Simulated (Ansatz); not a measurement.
FGeH6N3, SMILES `[NH2][Ge]([NH2])([NH2])[F]` at its PBE0-D4/def2-TZVP geometry, where that method's forces vanish. Total charge 0; spin multiplicity 1.

```xyz
11

N    -0.1096   -1.6687   -0.5421
Ge    0.1005   -0.0697    0.2981
N     1.4657    0.7576   -0.5383
N    -1.2050    1.1813    0.4940
F     0.3678   -0.5647    1.9479
H    -0.6832   -2.3369   -0.0486
H    -0.3918   -1.6207   -1.5101
H     1.7178    1.6662   -0.1807
H     2.2854    0.1959   -0.7101
H    -1.6170    1.5226   -0.3620
H    -1.9306    0.9372    1.1521
```

Question: What forces (eV/Å) does r2SCAN-D4/def2-TZVPP give on these atoms in the Gaussian-basis code of Ansatz? (An estimate is asked.)

Answer: Ansatz gave: 
```
N1   0.111 -0.056 -0.010
Ge2 -0.034 -0.015  0.008
N3  -0.030  0.015 -0.071
N4   0.049  0.104  0.046
F5  -0.006 -0.017  0.040
H6  -0.038 -0.004 -0.001
H7  -0.036 -0.006 -0.018
H8   0.024  0.008  0.017
H9   0.026  0.000  0.014
H10 -0.035 -0.008 -0.018
H11 -0.032 -0.019 -0.007
```
